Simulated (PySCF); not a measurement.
B(F)(OH)(NH2) (BFH3NO), SMILES B(F)(O)N.

The structure is a stationary point at PBE0-D3(BJ)/def2-SVP. One conformer was computed; it need not be the lowest.

Method: PBE0-D3(BJ)/def2-SVP (PySCF 2.14.0).

No scaling factor is applied to the harmonic values.

```json
[
 {"mode": "1", "ν (cm⁻¹)": "348", "IR (km/mol)": "113.1", "Raman (Å⁴/amu)": "0.7", "depolarisation": "0.75", "moving atoms (share of kinetic energy)": "H 80 %, N 18 %"},
 {"mode": "2", "ν (cm⁻¹)": "378", "IR (km/mol)": "4.8", "Raman (Å⁴/amu)": "0.3", "depolarisation": "0.73", "moving atoms (share of kinetic energy)": "H 34 %, O 21 %, F 20 %, N 16 %, B 9 %"},
 {"mode": "3", "ν (cm⁻¹)": "421", "IR (km/mol)": "192.9", "Raman (Å⁴/amu)": "1.4", "depolarisation": "0.75", "moving atoms (share of kinetic energy)": "H 93 %"},
 {"mode": "4", "ν (cm⁻¹)": "453", "IR (km/mol)": "30.2", "Raman (Å⁴/amu)": "1.1", "depolarisation": "0.70", "moving atoms (share of kinetic energy)": "F 36 %, O 24 %, H 17 %, N 16 %, B 8 %"},
 {"mode": "5", "ν (cm⁻¹)": "550", "IR (km/mol)": "19.2", "Raman (Å⁴/amu)": "1.2", "depolarisation": "0.75", "moving atoms (share of kinetic energy)": "H 96 %"},
 {"mode": "6", "ν (cm⁻¹)": "666", "IR (km/mol)": "78.9", "Raman (Å⁴/amu)": "1.4", "depolarisation": "0.75", "moving atoms (share of kinetic energy)": "B 80 %"},
 {"mode": "7", "ν (cm⁻¹)": "869", "IR (km/mol)": "5.1", "Raman (Å⁴/amu)": "4.4", "depolarisation": "0.10", "moving atoms (share of kinetic energy)": "F 35 %, H 29 %, N 28 %"},
 {"mode": "8", "ν (cm⁻¹)": "896", "IR (km/mol)": "4.2", "Raman (Å⁴/amu)": "2.9", "depolarisation": "0.12", "moving atoms (share of kinetic energy)": "H 42 %, O 31 %, N 25 %"},
 {"mode": "9", "ν (cm⁻¹)": "1008", "IR (km/mol)": "111.2", "Raman (Å⁴/amu)": "2.1", "depolarisation": "0.75", "moving atoms (share of kinetic energy)": "H 76 %, O 13 %"},
 {"mode": "10", "ν (cm⁻¹)": "1429", "IR (km/mol)": "307.4", "Raman (Å⁴/amu)": "2.8", "depolarisation": "0.26", "moving atoms (share of kinetic energy)": "B 65 %, H 17 %, F 10 %"},
 {"mode": "11", "ν (cm⁻¹)": "1471", "IR (km/mol)": "179.4", "Raman (Å⁴/amu)": "2.0", "depolarisation": "0.70", "moving atoms (share of kinetic energy)": "B 50 %, H 39 %, O 10 %"},
 {"mode": "12", "ν (cm⁻¹)": "1615", "IR (km/mol)": "385.0", "Raman (Å⁴/amu)": "2.4", "depolarisation": "0.50", "moving atoms (share of kinetic energy)": "H 43 %, B 31 %, N 24 %"},
 {"mode": "13", "ν (cm⁻¹)": "3670", "IR (km/mol)": "55.6", "Raman (Å⁴/amu)": "82.6", "depolarisation": "0.12", "moving atoms (share of kinetic energy)": "H 96 %"},
 {"mode": "14", "ν (cm⁻¹)": "3784", "IR (km/mol)": "54.5", "Raman (Å⁴/amu)": "46.4", "depolarisation": "0.75", "moving atoms (share of kinetic energy)": "H 91 %, N 9 %"},
 {"mode": "15", "ν (cm⁻¹)": "3936", "IR (km/mol)": "103.0", "Raman (Å⁴/amu)": "69.9", "depolarisation": "0.27", "moving atoms (share of kinetic energy)": "H 94 %"}
]
```
